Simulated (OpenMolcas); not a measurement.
Ni2+ (d8) in a complex was computed by CASSCF with the d shell active (OpenMolcas, ANO-RCC-VDZP on the metal). Its lowest spin-free states, and all those of the highest spin:

| 2S+1 | Degeneracy | E (cm-1) |
| --- | --- | --- |
| 3 | 3 | 0.0 |
| 3 | 3 | 1365 |
| 3 | 1 | 3018 |
| 1 | 3 | 15960 |
| 1 | 2 | 16571 |
| 3 | 3 | 19715 |
| 1 | 3 | 24397 |
| 1 | 3 | 25317 |
| 1 | 2 | 25456 |
| 1 | 1 | 25644 |
| 1 | 1 | 59812 |

Problem. Is the site octahedral, tetrahedral or cube-like, axial, or of lower symmetry?

Solution. The states with 2S+1 = 3 have orbital degeneracies 3, 3, 1, 3. Threefold states need a cubic site. For d8 at this spin an octahedron puts the single A2 below the threefold T2 and a tetrahedron or cube puts the threefold T1 below the threefold T2, so the site is a tetrahedron or a cube, which this pattern cannot tell apart. The run had Ni2+ with 4 ligands (bromide) in tetrahedral coordination (Td) at 2.46 Å. A charge of +0.5 e stands 2.8 Å behind each ligand. Ligand basis ANO-RCC-VDZP.

An orbital triplet at a regular site is open to Jahn-Teller coupling, which can distort the site and quench the lowest spin-orbit gaps and is left out. Without dynamic correlation the repulsion within the d shell is too large (B by tens of per cent), so at a given field states of lower spin stand too high. Ligand-to-metal charge-transfer states are missing. With no ligand orbital active B as a rule stays too high, so bands that hang on it stand too high and its fall with covalency is understated. With metal d orbitals alone and no dynamic correlation the field as a rule comes out too small, by tens of per cent, by up to half for chloride and softer ligands, and with too little covalency χT stands high. No measured value stands beside these numbers; the geometry is a model, was not optimised and need not be the one that this ion takes.
